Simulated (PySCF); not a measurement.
C₃H₄Br₂, SMILES C=C(Br)CBr, point group Cs.

Force field and properties: PBE0/pcSseg-1 (PySCF, grid level 2). Vibrational terms come from second-order perturbation theory with semi-diagonal cubic constants, by steps of ±0.6 along the normal coordinates of each isotopologue. The parent has the commonest isotopes.

Equilibrium geometry (Å):

```
atom        x        y        z
  C1   1.3122  -0.1542   0.5504
  C2   0.2261   0.4571   0.1099
 Br3   0.1029   2.3578   0.1605
  C4  -1.0207  -0.1252  -0.4664
 Br5  -1.0207  -2.0627  -0.5737
  H6   2.1546   0.4017   0.9488
  H7   1.3665  -1.2396   0.5145
  H8  -1.8875   0.1495   0.1396
  H9  -1.1791   0.2396  -1.4843
```

Q: Give the equilibrium and ground-state rotational constants (MHz) of parent; ²H at 6.

A: 
| species | Ae | Be | Ce | A0 | B0 | C0 | Δ0 (u Å²) | harmonic ZPE (cm⁻¹) |
| --- | --- | --- | --- | --- | --- | --- | --- | --- |
| parent | 7735 | 593.1 | 552.77 | 7661.4 | 590.35 | 550 | -3.163 | 13457 |
| ²H at 6 | 7056 | 592.27 | 548.29 | 6995 | 589.51 | 545.54 | -3.151 | 12762 |

Δ0 = Ic − Ia − Ib from the ground-state constants.

Q: How is the parent's vibrational correction B0 − Be made up?

A: 
```json
{"axis": "a", "harmonic": "13.3", "Coriolis": "-16.1", "cubic": "-70.8", "total (MHz)": "-73.6"}
{"axis": "b", "harmonic": "0.26", "Coriolis": "-0.116", "cubic": "-2.89", "total (MHz)": "-2.75"}
{"axis": "c", "harmonic": "0.137", "Coriolis": "-0.04", "cubic": "-2.87", "total (MHz)": "-2.77"}
```

Q: And its quartic centrifugal distortion constants from the harmonic force field?

A: Asymmetric top, A reduction, Ir representation: ΔJ = 0.0191 kHz, ΔJK = 0.0246 kHz, ΔK = 14.1 kHz, δJ = 0.00152 kHz, δK = 0.132 kHz.

A mode lies under 250 cm⁻¹, where this perturbation treatment is rough. Internal rotors are held in one well.
